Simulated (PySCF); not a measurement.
A PySCF script (with the pyscf-properties extension) for the NMR shieldings of SMILES [C@H](OC(C)=O)([SiH2]P)[SiH2]C=O, C4H11O3PSi2, on a GFN2-xTB geometry:

```python
import basis_set_exchange as bse
import numpy as np
from pyscf import gto, dft
from pyscf.prop import nmr

atoms = """
C     3.100601   -0.625247   -0.138363
C     1.839914    0.179089   -0.063625
O     1.755989    1.240083    0.542852
O     0.841536   -0.341388   -0.708331
C    -0.416558    0.341656   -0.602086
Si   -1.721608   -0.941105    0.012991
P    -0.313692   -2.715236    0.058055
Si   -0.306007    1.888950    0.515995
C    -2.227216    2.137566    0.433897
O    -2.979526    1.222580    0.174523
H     3.711788   -0.256009   -0.960626
H     3.662163   -0.513929    0.784746
H     2.852470   -1.667767   -0.318221
H    -0.681730    0.638954   -1.619871
H    -2.098704   -0.812611    1.420277
H    -2.813759   -1.123073   -0.937963
H    -0.271920   -2.910383   -1.307650
H    -1.296879   -3.670276    0.224937
H    -0.165945    1.716465    1.961791
H     0.201454    3.102708   -0.118338
H    -2.681289    3.125914    0.644538
"""
names = dict.fromkeys(["C", "O", "Si", "P", "H"], "pcSseg-1")
basis = {el: gto.basis.parse(bse.get_basis(n, elements=[el], fmt="nwchem")) for el, n in names.items()}
mol = gto.M(atom=atoms, basis=basis, charge=0, verbose=0)
mf = dft.RKS(mol, xc="PBE0")
mf.grids.level = 2
mf.grids.alignment = dft.numint.BLKSIZE   # the property module wants whole blocks of grid points
mf.conv_tol = 1e-9
mf.kernel()

calc = nmr.RKS(mf)   # GIAO
C = mf.mo_coeff
Co = C[:, mf.mo_occ > 0]
resp = mf.gen_response(singlet=True, hermi=2)
def vind(x):   # induced exchange potential for any number of trial vectors
    d = np.einsum("pi,xij,qj->xpq", C, 2 * x.reshape(-1, C.shape[1], Co.shape[1]), Co, optimize=True)
    return np.einsum("xpq,pi,qj->xij", resp(d - d.transpose(0, 2, 1)), C, Co, optimize=True).ravel()
mo1, _ = nmr.rhf.solve_mo1(calc, with_cphf=vind)
sigma = calc.kernel(mo1)
for i, s in enumerate(sigma):   # ppm
    print("%2d %-2s %9.2f" % (i, mol.atom_pure_symbol(i), np.trace(s) / 3))
```

Question: Give the expected output.

Answer: 
```
 0 C     165.22
 1 C      -0.10
 2 O     -52.40
 3 O     110.32
 4 C     137.62
 5 Si    395.38
 6 P     610.98
 7 Si    432.05
 8 C     -84.79
 9 O    -490.17
10 H      29.52
11 H      29.55
12 H      29.23
13 H      28.42
14 H      27.06
15 H      25.97
16 H      30.87
17 H      31.06
18 H      26.82
19 H      26.72
20 H      19.63
```

These numbers come from an equivalent density-fitted implementation of the same equations, which agrees with the script to about 0.01 ppm for H and up to a few tenths of a ppm for heavy atoms, so last digits may differ.

Size and cost of the density-fitted run: 246 basis functions, 2.7 min wall time on 1 thread of an Intel Xeon, shared host; peak memory 1.1 GiB.
